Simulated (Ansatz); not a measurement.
Consider the substitution at a C–O bond: `CB/C=C/O` + HBr → `CB/C=C/Br` + H₂O.

Isolated molecules relaxed with PBE0-D4/def2-TZVP in Ansatz; ΔE leaves out vibrations. CCSD(T)/CBS adds triple-zeta CCSD(T) − MP2 to the extrapolated MP2 energy (def2 sets, frozen cores). This one scheme is used for every species. Double bonds are as drawn, so ΔE can hold a change between cis and trans. DFT in def2-TZVPP. B3LYP here is the variant with VWN-RPA as its local correlation; programs differ in this. For Br outer-core shells are correlated without core-valence functions, which leaves a few kJ/mol of doubt a bond. Scalar relativity is left out up to krypton. Each species was taken in one conformer, which may not be the lowest.

`CB/C=C/O`:

Z-matrix (Å, degrees):
```
C
B 1 1.568
H 1 1.092 2 117.2
H 1 1.097 2 109.3 3 123.0
H 1 1.097 2 109.2 3 -123.0
C 2 1.524 1 125.6 3 0.1
H 2 1.203 1 116.6 3 -179.9
C 6 1.341 2 121.7 1 -0.0
H 6 1.088 2 121.9 1 180.0
O 8 1.341 6 123.0 2 180.0
H 8 1.088 6 121.6 2 -0.0
H 10 0.961 8 110.3 6 180.0
```

HBr:

Cartesian coordinates in Å:
```
Br -0.460 0.302 -0.449
H 0.460 -0.302 0.449
```

`CB/C=C/Br`:

```xyz
11

C     0.323    1.270    0.912
B     0.971    0.183    0.001
C     0.203   -0.937   -0.737
C    -1.120   -1.049   -0.630
Br   -2.145   -2.369   -1.481
H     0.790    1.233    1.904
H     0.584    2.263    0.524
H    -0.759    1.231    1.044
H     2.163    0.217   -0.143
H     0.727   -1.658   -1.359
H    -1.736   -0.384   -0.037
```

H₂O:

Cartesian coordinates in Å:
```
O -0.300 0.223 0.108
H 0.634 0.414 0.210
H -0.334 -0.636 -0.318
```

```
        level  ΔE (kJ/mol)
    r2SCAN-D4         11.3
     B3LYP-D4          8.3
       B2PLYP          6.0
HF/def2-TZVPP         16.2
```

Q: What does CCSD(T)/CBS give? (Best estimate.)

A: Ansatz gave: -3.6 kJ/mol. The listed levels differ from it by 14.9, 11.9, 9.6, 19.8 kJ/mol.

Largest T1 diagnostic among the species: 0.013.

In def2-TZVPP, CCSD(T) changes the Hartree–Fock value by −15.8 kJ/mol (the triples alone add −1.7 kJ/mol) and MP2 by −23.3 kJ/mol. The D4 term adds −4.0 kJ/mol with B3LYP and −2.1 kJ/mol with PBE0; it sums over pairs of atoms, weighted by their polarisabilities, and B3LYP, whose exchange is more repulsive, gets the larger term.
